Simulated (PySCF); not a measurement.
Vertical excitations of a molecule C3H5ClGe from TDDFT-PBE/def2-SVPD run with PySCF, as energy in eV (oscillator strength): 4.14 (0.000), 5.50 (0.054), 5.62 (0.011), 5.69 (0.010), 5.96 (0.003), 6.15 (0.461), 6.36 (0.002), 6.39 (0.087), 6.40 (0.003), 6.48 (0.047). Lowest triplet (TDA): 3.73 eV. The structure is a stationary point at r2SCAN-D4/def2-SVP. Other conformers were not sampled.

**Question.** Identify the compound among the candidates.
(A) C=C=[CH][GeH2][Cl]
(B) Cl[C]1=C[CH2][GeH2]1
(C) [Cl][Ge@@H]1[CH]=C[CH2]1
(D) ClC=C=[CH][GeH3]

**Answer.** D, ClC=C=[CH][GeH3]
